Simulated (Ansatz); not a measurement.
Consider the atomization: `C/C=C/I` → 3 C• + 5 H• + I•.

Program: Ansatz. Geometries: PBE0-D4/def2-TZVP. ΔE: electronic, gas phase. CBS: MP2 limit from def2 TZ/QZ plus the TZ coupled-cluster correction, frozen cores. This one scheme is used for every species, atoms too. DFT in def2-TZVPP. B3LYP here is the variant with VWN-RPA as its local correlation; programs differ in this. HSE06 is defined as in plane-wave codes. No spin–orbit coupling; open shells (•) take unrestricted orbitals. Spin–orbit coupling would lower the free atoms: a little for C; strongly for I. def2 core potentials past Kr. For I outer-core shells are correlated without core-valence functions, so the limit isn't a true one: a few kJ/mol of doubt a bond, and 10 to 20 or more in all where bonds break to atoms.

| level | ΔE (kJ/mol) | difference from CCSD(T)/CBS |
| --- | --- | --- |
| LDA (SPW92) | 3912.2 | 490.8 |
| PBE-D4 | 3508.2 | 86.8 |
| revPBE-D4 | 3425.9 | 4.5 |
| BLYP-D4 | 3412.9 | -8.5 |
| r2SCAN-D4 | 3427.6 | 6.2 |
| B97M-V | 3419.2 | -2.2 |
| PBE0-D4 | 3448.9 | 27.5 |
| B3LYP-D4 | 3417.6 | -3.8 |
| r2SCAN0-D4 | 3382.5 | -38.9 |
| HSE06-D4 | 3451.7 | 30.3 |
| BHLYP-D4 | 3320.6 | -100.8 |
| CAM-B3LYP-D4 | 3419.0 | -2.4 |
| ωB97X-V | 3408.9 | -12.5 |
| ωB97M-V | 3413.4 | -8.0 |
| B2PLYP | 3385.7 | -35.7 |
| PBE | 3491.1 | 69.7 |
| revPBE | 3371.9 | -49.5 |
| BLYP | 3374.9 | -46.5 |
| r2SCAN | 3423.4 | 2.0 |
| PBE0 | 3434.4 | 13.0 |
| B3LYP | 3389.8 | -31.6 |
| r2SCANh | 3404.5 | -16.9 |
| r2SCAN0 | 3377.6 | -43.8 |
| HSE06 | 3438.3 | 16.9 |
| BHLYP | 3299.3 | -122.1 |
| CAM-B3LYP | 3404.3 | -17.1 |
| LC-ωPBE | 3397.2 | -24.2 |
| HF/def2-SVP | 2551.8 | -869.6 |
| CCSD/def2-SVP | 3226.0 | -195.4 |
| CCSD(T)/def2-SVP | 3265.3 | -156.1 |
| HF/def2-TZVPP | 2519.2 | -902.2 |
| MP2/def2-TZVPP | 3394.4 | -27.0 |
| SCS-MP2/def2-TZVPP | 3369.5 | -51.9 |
| CCSD/def2-TZVPP | 3282.8 | -138.6 |
| CCSD(T)/def2-TZVPP | 3338.6 | -82.8 |
| MP2/def2-QZVPP | 3443.1 | 21.7 |
| SCS-MP2/def2-QZVPP | 3423.4 | 2.0 |
| HF/CBS(def2) | 2522.9 | -898.5 |
| MP2/CBS(def2) | 3477.2 | 55.8 |
| CCSD/CBS(def2) | 3365.6 | -55.8 |
| CCSD(T)/CBS | 3421.4 | 0 |

Largest T1 diagnostic among the species: 0.010.

From PBE to PBE0 (25 % exact exchange), in def2-TZVPP and without D4, ΔE moves by −56.7 kJ/mol: exact exchange takes away binding that semilocal exchange gives to molecules. In def2-TZVPP, CCSD(T) changes the Hartree–Fock value by +819.4 kJ/mol (the triples alone add +55.9 kJ/mol) and MP2 by +875.2 kJ/mol; breaking electron pairs costs correlation energy, which Hartree–Fock lacks. Leaving LDA and LC-ωPBE aside and taking each functional with its dispersion term where it has one, the values spread over 187.7 kJ/mol, from BHLYP-D4 to PBE-D4. LDA lies +421.0 kJ/mol from PBE without D4, its usual overbinding.

For atomizations the MP2-based limit and the directly extrapolated one differ by several kJ/mol either way, and by 10 to 25 for some Ge, Se and Sn compounds, so smaller differences from it don't rank the levels.
